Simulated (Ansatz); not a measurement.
Geometry optimisation, Ansatz 0.2.0, RKS PBE-D4/def2-SVP.

Input:

```yaml
crystal:
  periodic: [false, false, false]
  atoms:
    - { symbol: Zr, position_ang: [0.0, 0.0, 0.0] }
    - { symbol: F, position_ang: [0.0, 0.0, 1.98] }
    - { symbol: O, position_ang: [1.952, 0.0, -0.6893] }
    - { symbol: H, position_ang: [2.2684, -0.9521, -0.806] }
    - { symbol: O, position_ang: [-0.975, 1.6891, -0.6893] }
    - { symbol: H, position_ang: [-1.9328, 1.4584, -0.9117] }
    - { symbol: F, position_ang: [-0.9326, -1.6157, -0.6593] }
basis:
  gaussian: { orbitals: def2-SVP }
hamiltonian:
  xc: pbe
  dispersion: d4
relax:
  f_tol: 0.02
  max_steps: 40
```

Command:

```bash
$ ansatz run input.yaml --threads 1 --pin off --max-ram 2048MiB --backend cpu --events-out ev --progress --plain --runs-dir out
```

Question: Where does it end, and by what steps?

Answer: The run converged. After 15 steps the energy has fallen by 0.701 eV; H4 moved furthest, 0.77 Å.

```
step  energy less start (eV)  largest force component (eV/Å)  accepted
   0                  0.0000                           2.292       yes
   1                 -0.4025                           1.495       yes
   2                 -0.4901                           0.863       yes
   3                 -0.5408                           0.949       yes
   4                 -0.6216                           0.510       yes
   5                 -0.6238                           0.771       yes
   6                 -0.6240                           0.839       yes
   7                 -0.6358                           0.575       yes
   8                 -0.5051                           2.582        no
   9                 -0.6682                           0.435       yes
  10                 -0.6892                           0.202       yes
  11                 -0.6963                           0.059       yes
  12                 -0.6968                           0.031       yes
  13                 -0.6978                           0.096       yes
  14                 -0.6991                           0.083       yes
  15                 -0.7006                           0.005       yes
```

```xyz
7
Properties=species:S:1:pos:R:3
Zr -0.131 -0.231 0.052
F -0.076 -0.089 1.972
O 1.669 -0.316 -0.620
H 2.548 -0.266 -1.015
O -1.093 1.275 -0.659
H -1.481 2.056 -1.073
F -1.056 -1.849 -0.433
```

Whether the end is a true minimum wasn't checked by a vibrational analysis.

Time of the run: 54 s on 1 thread of Intel(R) Xeon(R) Platinum 8259CL CPU @ 2.50GHz (Skylake/Cascade Lake), with other jobs on the host, peak memory 0.16 GiB.
